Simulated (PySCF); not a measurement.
Bi (bismuth, neutral) across methods

[Xe] 4f14 5d10 6s1 6p4, high-spin 4P determinant (an excited configuration). All numbers are calculated (PySCF 2.14, a scalar-relativistic core potential, in aug-cc-pwCVDZ-PP with ECP60MDF (6s5p4d1f, 48 functions)).

```csv
method,E (hartree),mean ε 6s α (eV),mean ε 6p α (eV),mean ε 6p β (eV),Σ⟨r²⟩ (bohr²),⟨S²⟩
wB97X-V,-214.2133,-20.783,-8.990,-6.807,70.46,3.758
UHF,-213.24912,-23.113,-9.814,-5.506,72.78,3.802
HSE06,-214.2494,-17.548,-6.564,-4.534,70.71,3.757
PBE,-214.2696,-16.126,-5.906,-4.258,70.77,3.755
r2SCAN,-214.3537,-16.999,-6.351,-4.264,70.49,3.766
wB97X,-214.2697,-20.720,-8.915,-6.859,70.44,3.758
MN15,-213.8131,-19.300,-7.559,-5.444,70.54,3.758
LDA,-213.9507,-16.347,-6.003,-4.449,70.65,3.754
PBE0,-214.2534,-18.041,-6.995,-4.858,70.59,3.759
```

Energies and moments cover only the electrons outside the core potential. Spin-orbit coupling is strong in this species (close to jj coupling), so the high-spin LS determinant is a model state, not a physical level.
